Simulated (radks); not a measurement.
Results of a calculation; reference values are marked as such.
Species: S3+. Configuration: [Ne] 3s2 3p0.75 3d0.25 (fractional occupations, a model configuration).

Code: a radial shooting solver on a logarithmic mesh with Libxc functionals. Model: scalar-relativistic Kohn-Sham, PBE, spin-polarised, spherical densities, finite nucleus; open shells are filled with parallel spins first; Fermi nuclear charge, rms radius 3.2611 fm.

Energy parts (hartree):
total: -396.40797
kinetic: 398.00784
electron-nucleus: -925.75706
Hartree: 155.68304
exchange-correlation: -24.34179

Orbitals (lengths in bohr, moments of r in powers of bohr):
orbital  occ.  eigenvalue (hartree)      <r>   <1/r>
1s up       1             -90.03953  0.09687   15.66
1s down     1             -90.03425  0.09686   15.66
2s up       1              -9.33575   0.4778   3.072
2s down     1              -9.32865   0.4777   3.072
2p up       3              -7.31470   0.4407   2.968
2p down     3              -7.30584   0.4405   2.968
3s up       1              -1.95621    1.517  0.9088
3s down     1              -1.89679    1.518  0.9113
3p up    0.75              -1.51516    1.656  0.8152
3p down     0              -1.45672    1.663  0.8144
3d up    0.25              -0.91416    1.982  0.6155
3d down     0              -0.86223    2.009  0.6103

The highest occupied level is 3d up at -24.875 eV. The configuration is held as typed, so some empty levels lie below it. The density falls to 0.001 e/bohr^3 at r = 3.16 bohr. The spin density at the nucleus is -0.2367 e/bohr^3 (1s -0.1063, 2s 0.0055, 3s -0.1359).
